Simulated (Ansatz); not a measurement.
`C[Si](C)(F)S` + HI → `C[Si](C)(F)I` + H₂S  (ligand exchange at the Si–S bond)

Calculated with Ansatz (gas phase, PBE0-D4/def2-TZVP geometries, no zero-point term in ΔE). CBS: MP2 limit from def2 TZ/QZ plus the TZ coupled-cluster correction, frozen cores. This one scheme is used for every species. DFT in def2-TZVPP. B3LYP here is the variant with VWN-RPA as its local correlation; programs differ in this. Elements past krypton have def2 core potentials. For I outer-core shells are correlated without core-valence functions, which leaves a few kJ/mol of doubt a bond. One conformer a species, not always the lowest.

| level | ΔE (kcal/mol) | difference from CCSD(T)/CBS |
| --- | --- | --- |
| ωB97M-V | -7.5 | 0.9 |
| PBE | -7.2 | 1.2 |
| r2SCAN | -7.4 | 1.0 |
| B3LYP | -7.1 | 1.3 |
| SCS-MP2/def2-TZVPP | -8.0 | 0.4 |
| CCSD/def2-TZVPP | -7.1 | 1.3 |
| CCSD(T)/def2-TZVPP | -7.0 | 1.4 |
| MP2/def2-QZVPP | -9.4 | -1.0 |
| HF/CBS(def2) | -8.2 | 0.2 |
| CCSD/CBS(def2) | -8.4 | 0.0 |
| CCSD(T)/CBS | -8.4 | 0 |

Largest T1 diagnostic among the species: 0.011.
